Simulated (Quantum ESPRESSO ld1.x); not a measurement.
Values are calculated unless marked as measured or tabulated.
Problem. The aim is neutral iodine in [Kr] 4d10 5s2 5p5. What will ld1.x (Quantum ESPRESSO 7.5) do with this input?

```
 &input
    zed=53.0,
    iswitch=1,
    rel=2,
    dft='PW',
    config='[Kr] 4d10 5s2 5p5',
    lsmall=.true.,
    xmin=-20.0,
    prefix='ld1',
    max_out_wfc=37,
    file_charge='ld1.rho',
 /
```

Solution. Refused. The program stops in do_mesh with "ndmx is too small": a lower xmin needs more points.

Output (excerpt):

```
     Program LD1 v.7.5 starts

 %%%%%%%%%%%%%%%%%%%%%%%%%%%%%%%%%%%%%%%%%%%%%%%%%%%%%%%%%%%%%%%%%%%%%%%%%%%%%%
     Error in routine do_mesh (1):
     ndmx is too small
 %%%%%%%%%%%%%%%%%%%%%%%%%%%%%%%%%%%%%%%%%%%%%%%%%%%%%%%%%%%%%%%%%%%%%%%%%%%%%%

     stopping ...
```

Run on one thread of a shared host, so times are rough (Intel(R) Xeon(R) Processor @ 2.60GHz): 0.49 s of CPU time, 0.52 s wall.
